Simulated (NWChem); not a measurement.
HSeF; SMILES F[SeH]

Computed with NWChem. All runs use the structure optimised with B3LYP/6-31G* (spherical d).

**Question.** Estimate the computed values for B3LYP/def2-SVP. Quantities: highest occupied level (eV); orbital gap (eV); dipole (D).

**Answer.** The highest occupied level (eV) is -6.71 and the orbital gap (eV) is 4.61. The dipole (D) comes out as 2.05.
